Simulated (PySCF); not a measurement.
Basis-set dependence of population analyses: (CH3)3CCHF2

Compound: (CH3)3CCHF2, C5H10F2.
Geometry (PBE0-D3(BJ)/def2-SVP, Å), atoms numbered from 1 in this order:
```
atom  x, y, z in Å
C1    -1.034   -0.703   -1.074
C2    -0.175    0.029   -0.043
C3     0.994    0.740   -0.725
C4     0.341   -0.945    1.016
C5    -1.026    1.082    0.655
F6    -2.084    0.511    1.279
F7    -1.523    1.972   -0.237
H8    -0.436   -1.467   -1.594
H9    -1.887   -1.204   -0.592
H10   -1.428   -0.004   -1.826
H11    0.638    1.463   -1.472
H12    1.616    1.282    0.005
H13    1.639    0.008   -1.234
H14    0.985   -1.706    0.550
H15   -0.489   -1.459    1.522
H16    0.939   -0.426    1.783
H17   -0.451    1.647    1.412
```

PBE0 throughout (PySCF), one geometry, spherical d and f functions. Geometry: PBE0-D3(BJ)/def2-SVP; no solvent, vibrations or thermal averaging. Atoms taken as equivalent share a column and are averaged.

Mulliken charges (e):

```tsv
basis	functions	C1/C3/C4	C2	C5	F6/F7	H8 (×9)	H17
STO-3G	45	-0.233	+0.009	+0.154	-0.119	+0.079	+0.061
pcSseg-0	83	-0.506	-0.775	+0.673	-0.362	+0.236	+0.223
6-31G	83	-0.475	-0.136	+0.479	-0.320	+0.174	+0.160
6-31G*	118	-0.529	-0.074	+0.558	-0.328	+0.180	+0.135
cc-pVDZ	148	-0.002	-0.467	+0.474	-0.207	+0.044	+0.017
def2-SVP	148	+0.001	-0.478	+0.514	-0.232	+0.046	+0.017
pcSseg-1	169	-0.176	-0.670	+0.634	-0.302	+0.120	+0.085
6-311+G(2d,p)	249	-0.545	+0.241	+0.380	-0.287	+0.161	+0.139
aug-cc-pVDZ	251	+1.300	-3.769	+1.864	-0.470	-0.078	-0.352
def2-TZVP	277	-0.397	+0.030	+0.304	-0.199	+0.131	+0.071
```

IAO charges (e):

| basis | functions | C1/C3/C4 | C2 | C5 | F6/F7 | H8 (×9) | H17 |
| --- | --- | --- | --- | --- | --- | --- | --- |
| STO-3G | 45 | -0.389 | -0.029 | +0.188 | -0.144 | +0.133 | +0.099 |
| pcSseg-0 | 83 | -0.418 | -0.011 | +0.399 | -0.284 | +0.144 | +0.133 |
| 6-31G | 83 | -0.436 | +0.027 | +0.390 | -0.289 | +0.148 | +0.139 |
| 6-31G* | 118 | -0.415 | +0.023 | +0.448 | -0.301 | +0.139 | +0.120 |
| cc-pVDZ | 148 | -0.415 | +0.026 | +0.444 | -0.301 | +0.139 | +0.123 |
| def2-SVP | 148 | -0.404 | +0.020 | +0.447 | -0.302 | +0.136 | +0.121 |
| pcSseg-1 | 169 | -0.413 | +0.019 | +0.446 | -0.307 | +0.140 | +0.129 |
| 6-311+G(2d,p) | 249 | -0.428 | +0.025 | +0.447 | -0.311 | +0.144 | +0.133 |
| aug-cc-pVDZ | 251 | -0.426 | +0.027 | +0.448 | -0.311 | +0.144 | +0.132 |
| def2-TZVP | 277 | -0.427 | +0.024 | +0.455 | -0.312 | +0.144 | +0.130 |

Hirshfeld charges (e):

```json
{"basis": "STO-3G", "functions": "45", "C1/C3/C4": "-0.046", "C2": "+0.025", "C5": "+0.156", "F6/F7": "-0.087", "H8 (×9)": "+0.015", "H17": "-0.002"}
{"basis": "pcSseg-0", "functions": "83", "C1/C3/C4": "-0.110", "C2": "+0.029", "C5": "+0.151", "F6/F7": "-0.101", "H8 (×9)": "+0.035", "H17": "+0.038"}
{"basis": "6-31G", "functions": "83", "C1/C3/C4": "-0.106", "C2": "+0.021", "C5": "+0.153", "F6/F7": "-0.110", "H8 (×9)": "+0.036", "H17": "+0.042"}
{"basis": "6-31G*", "functions": "118", "C1/C3/C4": "-0.105", "C2": "+0.015", "C5": "+0.146", "F6/F7": "-0.100", "H8 (×9)": "+0.035", "H17": "+0.037"}
{"basis": "cc-pVDZ", "functions": "148", "C1/C3/C4": "-0.115", "C2": "+0.009", "C5": "+0.141", "F6/F7": "-0.088", "H8 (×9)": "+0.037", "H17": "+0.036"}
{"basis": "def2-SVP", "functions": "148", "C1/C3/C4": "-0.118", "C2": "+0.011", "C5": "+0.146", "F6/F7": "-0.093", "H8 (×9)": "+0.038", "H17": "+0.038"}
{"basis": "pcSseg-1", "functions": "169", "C1/C3/C4": "-0.120", "C2": "+0.003", "C5": "+0.149", "F6/F7": "-0.094", "H8 (×9)": "+0.039", "H17": "+0.043"}
{"basis": "6-311+G(2d,p)", "functions": "249", "C1/C3/C4": "-0.119", "C2": "-0.012", "C5": "+0.143", "F6/F7": "-0.099", "H8 (×9)": "+0.042", "H17": "+0.047"}
{"basis": "aug-cc-pVDZ", "functions": "251", "C1/C3/C4": "-0.126", "C2": "-0.009", "C5": "+0.142", "F6/F7": "-0.095", "H8 (×9)": "+0.043", "H17": "+0.046"}
{"basis": "def2-TZVP", "functions": "277", "C1/C3/C4": "-0.122", "C2": "-0.004", "C5": "+0.142", "F6/F7": "-0.095", "H8 (×9)": "+0.042", "H17": "+0.044"}
```

ESP-fitted charges (e):

```
        basis  functions  C1/C3/C4      C2      C5   F6/F7  H8 (×9)     H17
       STO-3G         45    -0.556  +0.506  +0.217  -0.140   +0.135  +0.007
     pcSseg-0         83    -0.687  +0.528  +0.539  -0.296   +0.174  +0.021
        6-31G         83    -0.550  +0.394  +0.503  -0.282   +0.144  +0.023
       6-31G*        118    -0.592  +0.558  +0.188  -0.181   +0.147  +0.068
      cc-pVDZ        148    -0.514  +0.490  +0.288  -0.211   +0.127  +0.046
     def2-SVP        148    -0.510  +0.468  +0.323  -0.223   +0.127  +0.044
     pcSseg-1        169    -0.568  +0.524  +0.310  -0.230   +0.141  +0.057
6-311+G(2d,p)        249    -0.648  +0.638  +0.263  -0.227   +0.159  +0.067
  aug-cc-pVDZ        251    -0.623  +0.592  +0.287  -0.227   +0.154  +0.058
    def2-TZVP        277    -0.642  +0.630  +0.253  -0.217   +0.157  +0.063
```

Some averages cover members that differ in this geometry, most widely: C1/C3/C4, ESP-fitted in pcSseg-0 -0.734 to -0.615; C1/C3/C4, Mulliken in aug-cc-pVDZ +1.263 to +1.371; C1/C3/C4, ESP-fitted in 6-31G -0.583 to -0.504; C1/C3/C4, ESP-fitted in STO-3G -0.584 to -0.514 e.

**Question.** Which scheme is steadiest as the basis changes?

**Answer.** Largest range over the bases for any column: Hirshfeld 0.08 e, IAO 0.27 e, ESP-fitted 0.35 e, Mulliken 4.01 e. Hirshfeld charges move least and Mulliken charges most, counted in e. Without the minimal STO-3G basis the ranges are Hirshfeld 0.04, IAO 0.06, ESP-fitted 0.35, Mulliken 4.01 e.

**Question.** How much do the charges still move between the two largest bases, aug-cc-pVDZ and def2-TZVP?

**Answer.** At most, over all atoms: Mulliken 3.799 e, IAO 0.007 e, Hirshfeld 0.005 e, ESP-fitted 0.038 e.

**Question.** What do the same runs give for the total energy, the frontier levels and the dipole moment?

**Answer.** 
```csv
basis,energy (Eh),HOMO (eV),LUMO (eV),μ (D)
STO-3G,-390.6214,-4.97,8.99,1.14
pcSseg-0,-394.9248,-9.04,1.89,2.26
6-31G,-395.7239,-8.88,2.42,2.27
6-31G*,-395.8128,-8.67,2.54,1.80
cc-pVDZ,-395.8404,-8.78,1.71,1.88
def2-SVP,-395.5296,-8.90,1.62,1.96
pcSseg-1,-395.7845,-9.01,1.30,2.06
"6-311+G(2d,p)",-395.9446,-9.04,0.25,2.13
aug-cc-pVDZ,-395.8706,-9.00,-0.12,2.08
def2-TZVP,-395.9801,-8.98,1.03,2.03
```

The dipole is fixed by the density alone, so its range of 1.13 D shows that the density itself changes with the basis, not only its division among atoms.
